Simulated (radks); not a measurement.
The numbers below are computed, except where a source is named.
The table gives one normalised radial function P(r) = r R(r) (large component) of Pt3+ in [Xe] 4f14 5d7 (r in bohr). Code: a radial shooting solver on a logarithmic mesh with Libxc functionals. Model: Dirac Kohn-Sham, LDA (Slater exchange, Perdew-Wang correlation), spin-unpolarised, spherical densities, finite nucleus; open shells fill j = l - 1/2 first; Fermi nuclear charge, rms radius 5.427 fm.

r	P
0.002005	0.0185
0.002315	0.0218
0.002674	0.0258
0.003088	0.0305
0.003567	0.0363
0.004086	0.0427
0.004719	0.0509
0.00545	0.0606
0.006294	0.0723
0.007211	0.0852
0.008328	0.1012
0.009618	0.1197
0.01111	0.1409
0.01283	0.1646
0.0147	0.1891
0.01697	0.2163
0.0196	0.2437
0.02264	0.2691
0.02614	0.2897
0.02995	0.3014
0.03459	0.3011
0.03995	0.2829
0.04614	0.2420
0.05328	0.1749
0.06104	0.0867
0.0705	-0.0292
0.08142	-0.1584
0.09403	-0.2841
0.1086	-0.3827
0.1244	-0.4271
0.1437	-0.3999
0.1659	-0.2839
0.1916	-0.0858
0.2213	0.1630
0.2536	0.3956
0.2928	0.5753
0.3382	0.6265
0.3906	0.5149
0.4511	0.2476
0.5168	-0.1036
0.5968	-0.5057
0.6893	-0.8558
0.796	-1.0858
0.912	-1.1626
1.053	-1.1011
1.216	-0.9312
1.405	-0.7082
1.622	-0.4847
1.859	-0.3064
2.147	-0.1680
2.479	-0.0809
2.863	-0.0336
3.306	-0.0118
3.788	-0.0037
4.375	-0.0009
5.052	-0.0002

Which n and l does it have? It may be an empty orbital.

Answer. n = 5, l = 1: the number of nodes gives n - l - 1 = 3, the rise at small r points to l (for j = l - 1/2 the large component starts outside the nucleus as r^gamma with gamma = sqrt(l^2 - (Z/c)^2) = 0.82 and the r^(l+1) term takes over further out; the orbital of l - 1 with the same j starts with the same power, but with a larger coefficient, and does not steepen), and the extent must fit the shell. The curve is that of 5p1/2; the two j differ most near the nucleus, where j = l - 1/2 has the larger amplitude, and in heavy atoms j = l - 1/2 is also the more compact. 5p1/2: eigenvalue -102.03 eV, 3 radial nodes at r = 0.0681, 0.202, 0.498 bohr, <r> = 1.03 bohr, 90 % of the charge inside 1.49 bohr.
